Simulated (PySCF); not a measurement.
Can point charges reproduce the dipole moment of `F[C@H]1CCC12CCC2`?

Coordinates (PBE0-D3(BJ)/def2-SVP, Å) and charges (e) from the PBE0/pcSseg-1 density (PySCF):

```json
{"atom": "F1", "x": "-0.801", "y": "-2.249", "z": "0.491", "Mulliken": "-0.3240", "IAO": "-0.3196", "Hirshfeld": "-0.1143", "ESP-fitted": "-0.2678"}
{"atom": "C2", "x": "-1.031", "y": "-1.074", "z": "-0.171", "Mulliken": "+0.3168", "IAO": "+0.1790", "Hirshfeld": "+0.0581", "ESP-fitted": "+0.2020"}
{"atom": "C3", "x": "-1.861", "y": "-0.011", "z": "0.543", "Mulliken": "-0.2080", "IAO": "-0.2821", "Hirshfeld": "-0.0814", "ESP-fitted": "-0.2000"}
{"atom": "C4", "x": "-0.918", "y": "1.033", "z": "-0.087", "Mulliken": "-0.1145", "IAO": "-0.2632", "Hirshfeld": "-0.0718", "ESP-fitted": "-0.2245"}
{"atom": "C5", "x": "0.131", "y": "-0.080", "z": "-0.270", "Mulliken": "-0.5833", "IAO": "+0.0106", "Hirshfeld": "+0.0095", "ESP-fitted": "+0.3835"}
{"atom": "C6", "x": "1.188", "y": "-0.115", "z": "-1.384", "Mulliken": "-0.0694", "IAO": "-0.2721", "Hirshfeld": "-0.0747", "ESP-fitted": "-0.2341"}
{"atom": "C7", "x": "2.303", "y": "-0.274", "z": "-0.328", "Mulliken": "-0.2381", "IAO": "-0.2591", "Hirshfeld": "-0.0695", "ESP-fitted": "-0.0366"}
{"atom": "C8", "x": "1.244", "y": "-0.227", "z": "0.794", "Mulliken": "-0.0830", "IAO": "-0.2685", "Hirshfeld": "-0.0739", "ESP-fitted": "-0.2387"}
{"atom": "H9", "x": "-1.432", "y": "-1.319", "z": "-1.171", "Mulliken": "+0.0923", "IAO": "+0.1255", "Hirshfeld": "+0.0397", "ESP-fitted": "+0.0197"}
{"atom": "H10", "x": "-2.940", "y": "0.041", "z": "0.337", "Mulliken": "+0.1245", "IAO": "+0.1347", "Hirshfeld": "+0.0404", "ESP-fitted": "+0.0827"}
{"atom": "H11", "x": "-1.702", "y": "-0.089", "z": "1.629", "Mulliken": "+0.1302", "IAO": "+0.1453", "Hirshfeld": "+0.0437", "ESP-fitted": "+0.0745"}
{"atom": "H12", "x": "-1.293", "y": "1.399", "z": "-1.056", "Mulliken": "+0.1178", "IAO": "+0.1320", "Hirshfeld": "+0.0389", "ESP-fitted": "+0.0480"}
{"atom": "H13", "x": "-0.625", "y": "1.897", "z": "0.527", "Mulliken": "+0.1238", "IAO": "+0.1329", "Hirshfeld": "+0.0388", "ESP-fitted": "+0.0762"}
{"atom": "H14", "x": "1.240", "y": "0.813", "z": "-1.975", "Mulliken": "+0.1138", "IAO": "+0.1325", "Hirshfeld": "+0.0368", "ESP-fitted": "+0.0491"}
{"atom": "H15", "x": "1.078", "y": "-0.960", "z": "-2.082", "Mulliken": "+0.1159", "IAO": "+0.1320", "Hirshfeld": "+0.0371", "ESP-fitted": "+0.0507"}
{"atom": "H16", "x": "2.859", "y": "-1.220", "z": "-0.389", "Mulliken": "+0.1236", "IAO": "+0.1353", "Hirshfeld": "+0.0383", "ESP-fitted": "+0.0428"}
{"atom": "H17", "x": "3.034", "y": "0.548", "z": "-0.306", "Mulliken": "+0.1199", "IAO": "+0.1329", "Hirshfeld": "+0.0366", "ESP-fitted": "+0.0381"}
{"atom": "H18", "x": "1.162", "y": "-1.147", "z": "1.389", "Mulliken": "+0.1295", "IAO": "+0.1428", "Hirshfeld": "+0.0315", "ESP-fitted": "+0.0744"}
{"atom": "H19", "x": "1.329", "y": "0.630", "z": "1.480", "Mulliken": "+0.1124", "IAO": "+0.1290", "Hirshfeld": "+0.0359", "ESP-fitted": "+0.0599"}
```

Task: What dipole does each set of charges give (1 e·Å = 4.803 D), and what does the density give?

Result: The full density gives (-0.09, 1.49, -0.67) D, 1.64 D in size; dipole vectors point from the negative to the positive end.

| scheme | μx | μy | μz | size (D) | share of the full size (%) | angle to the full dipole (°) |
| --- | --- | --- | --- | --- | --- | --- |
| Mulliken | -0.25 | 2.40 | -0.81 | 2.55 | 155 | 6 |
| IAO | -0.28 | 2.35 | -1.19 | 2.65 | 162 | 4 |
| Hirshfeld | -0.12 | 0.92 | -0.48 | 1.05 | 64 | 5 |
| ESP-fitted | -0.06 | 1.49 | -0.65 | 1.63 | 99 | 1 |

Task: Which set comes closest?

Result: Length of the difference vector: ESP-fitted 0.04 D, Hirshfeld 0.60 D, Mulliken 0.93 D, IAO 1.02 D. Closest: ESP-fitted. The schemes that divide the density aren't constrained to reproduce the dipole.

Task: What is left for the Hirshfeld atoms' own dipoles?

Result: The shares of the density sum to the whole, so what Σ q r misses lies in dipoles about the nuclei. The atomic dipoles sum to (-0.09, 1.49, -0.67) − (-0.12, 0.92, -0.48) = (0.03, 0.57, -0.19) D, 0.60 D in size.

Task: With the origin at the mean of the coordinates, (0.156, -0.127, -0.107) Å, which are the largest single terms, by size, of the Mulliken dipole along the direction of the full one?

Result: F1 +3.30, C2 -1.17, H12 +1.05, H18 -1.00, H13 +0.97 D; all 19 atoms together +2.53 D. The single terms depend on the origin, their sum doesn't.

Task: Give the size of the full dipole in other units.

Result: 1.64 D = 0.645 au = 0.342 e·Å = 5.47 × 10⁻³⁰ C·m.

Geometry: PBE0-D3(BJ)/def2-SVP; no solvent, vibrations or thermal averaging.
